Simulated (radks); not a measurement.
Problem. All-electron atom: neutral scandium in [Ar] 3d1 4s2. Method: scalar-relativistic Kohn-Sham, BLYP, spin-polarised, spherical densities, point nucleus; open shells are filled with parallel spins first; computed with a radial shooting solver on a logarithmic mesh with Libxc functionals. Some entries of the table are withheld. Estimate them.

| orbital | occ. | eigenvalue (hartree) | r(max) (bohr) | <r> (bohr) |
|---|---|---|---|---|
| 1s down | 1 | -161.6602 | 0.04780 | 0.07304 |
| 1s up | 1 | -161.6600 | 0.04780 | 0.07304 |
| 2s up | 1 | -17.42714 | 0.2836 | 0.3437 |
| 2s down | 1 | -17.41977 | 0.2836 | 0.3436 |
| 2p up | 3 | -14.27097 | 0.2322 | 0.3078 |
| 2p down | 3 | -14.26520 | 0.2321 | 0.3076 |
| 3s up | 1 | -2.02221 | 0.9255 | 1.075 |
| 3s down | 1 | -1.99407 | 0.9252 | 1.075 |
| 3p up | 3 | -1.23771 | 0.9665 | 1.169 |
| 3p down | 3 | -1.20997 | 0.9661 | 1.171 |
| 4s up | 1 | -0.15171 | 3.044 | 3.678 |
| 4s down | 1 | -0.14381 | 3.098 | 3.753 |
| 3d up | 1 | (1) | 1.095 | 1.839 |
| 3d down | 0 | (2) | 1.099 | 1.921 |

Solution. 
(1) 3d up eigenvalue (hartree): -0.12326
(2) 3d down eigenvalue (hartree): -0.10081
